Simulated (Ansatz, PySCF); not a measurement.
System: CH₃O₂ (charge 0, doublet). It need not be the lowest isomer of its formula. 
Geometry from a B3LYP-D3(BJ)/def2-TZVP (Ansatz, a first-principles code) optimisation:
SMILES: OC[O]
```xyz
6

O     -1.0765     0.5026     0.2589
C     -0.1932    -0.4055    -0.1144
O      1.1593    -0.0281    -0.1621
H     -0.4514    -0.8247    -1.1074
H     -0.3238    -1.2660     0.5902
H      1.2720     0.7276     0.4291
```
Charge 0, spin multiplicity 2.

Dipole moments at this geometry, in debye (magnitudes).

| level | program | dipole (D) |
|---|---|---|
| HF/def2-TZVPD | PySCF | 0.67 |
| PBE/def2-TZVPD | PySCF | 1.11 |
| BHLYP/def2-TZVPD | Ansatz | 0.76 |
| PW6B95/def2-TZVPD | PySCF | ? |
| M06-2X/def2-TZVPD | PySCF | 0.82 |
| MN15/def2-TZVPD | PySCF | 0.85 |
| LC-wPBE/def2-TZVPD | Ansatz | 0.85 |
| wB97M-V/def2-TZVPD | Ansatz | 0.84 |
| CCSD(T)/aug-cc-pVDZ | Ansatz | ? |

### Question
What belongs in the gaps?

### Answer

- PW6B95/def2-TZVPD, dipole (D): 0.88
- CCSD(T)/aug-cc-pVDZ, dipole (D): 0.78
